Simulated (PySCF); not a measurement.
Cl$_{4}$Sb, doublet, at a GFN2-xTB geometry (the spin is typed, not shown lowest) (all electrons, no relativity). Base run: PySCF with B3LYP/STO-3G.

The PySCF input:
```python
from pyscf import gto, scf, dft

mol = gto.M(
    atom='''
Sb    0.03902479   -0.31322280   -0.15607282
Cl    2.32544877    0.11868252   -1.11471006
Cl    0.60640938    0.40474219    1.98899331
Cl   -0.86672361    1.68460561   -0.94791198
Cl   -2.18220890   -1.26836192    0.54184720
''',
    basis='sto-3g',
    spin=1,
    verbose=4,
)

mf = dft.UKS(mol)
mf.xc = 'b3lyp'
mf.kernel()
```

Each row names what was changed in the base input (with any setting that the change needs).

```json
[
 {"change": "base", "ΔE vs base (mEh)": "0.000", "SCF cycles": "8", "<S^2>": "0.756", "outcome": "converged"},
 {"change": "conv_tol = 1e-4", "ΔE vs base (mEh)": "0.001", "SCF cycles": "5", "<S^2>": "0.756", "outcome": "converged"},
 {"change": "conv_tol = 1e-6", "ΔE vs base (mEh)": "0.000", "SCF cycles": "7", "<S^2>": "0.756", "outcome": "converged"},
 {"change": "solver = newton; init_guess = 1e", "ΔE vs base (mEh)": "0.000", "SCF cycles": "-", "<S^2>": "0.756", "outcome": "converged"},
 {"change": "diis = off; damp = 0.6 (with mf.diis_start_cycle = 200; with mf.max_cycle = 150)", "ΔE vs base (mEh)": "0.000", "SCF cycles": "22", "<S^2>": "0.756", "outcome": "converged"},
 {"change": "conv_tol = 1e-12", "ΔE vs base (mEh)": "0.000", "SCF cycles": "32", "<S^2>": "0.756", "outcome": "converged"},
 {"change": "diis = off (with mf.max_cycle = 100)", "ΔE vs base (mEh)": "-", "SCF cycles": "100", "<S^2>": "-", "outcome": "not converged"},
 {"change": "conv_tol_grad = 1e-3", "ΔE vs base (mEh)": "0.000", "SCF cycles": "8", "<S^2>": "0.756", "outcome": "converged"},
 {"change": "conv_tol_grad = 1e-7", "ΔE vs base (mEh)": "0.000", "SCF cycles": "11", "<S^2>": "0.756", "outcome": "converged"},
 {"change": "conv_tol = 1e-7", "ΔE vs base (mEh)": "0.000", "SCF cycles": "7", "<S^2>": "0.756", "outcome": "converged"},
 {"change": "damp = 0.5; diis_start_cycle = 5", "ΔE vs base (mEh)": "0.000", "SCF cycles": "10", "<S^2>": "0.756", "outcome": "converged"},
 {"change": "init_guess = 1e", "ΔE vs base (mEh)": "0.000", "SCF cycles": "11", "<S^2>": "0.756", "outcome": "converged"},
 {"change": "level_shift = 0.3 (with mf.max_cycle = 100)", "ΔE vs base (mEh)": "0.000", "SCF cycles": "18", "<S^2>": "0.756", "outcome": "converged"}
]
```

Open shells are given as the SCF converged; they aren't shown to be the lowest states, and a large step between rows can be another state.
